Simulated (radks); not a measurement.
Problem. All-electron atom: N0.5- in [He] 2s2 2p(up 1.75, down 1.75) (fractional occupations, a model configuration). Method: non-relativistic Kohn-Sham, SCAN, spin-polarised, spherical densities, point nucleus; meta-GGA in the generalised Kohn-Sham scheme; computed with a radial shooting solver on a logarithmic mesh with Libxc functionals. Some entries of the table are withheld. Estimate them.

| orbital | occ. | eigenvalue (eV) | <r> (bohr) |
|---|---|---|---|
| 1s | 2 | (1) | (2) |
| 2s | 2 | -14.0940 | (3) |
| 2p | 3.5 | (4) | (5) |

Solution. 
(1) 1s eigenvalue (eV): -383.0574
(2) 1s <r> (bohr): 0.2294
(3) 2s <r> (bohr): 1.352
(4) 2p eigenvalue (eV): -1.9009
(5) 2p <r> (bohr): 1.638
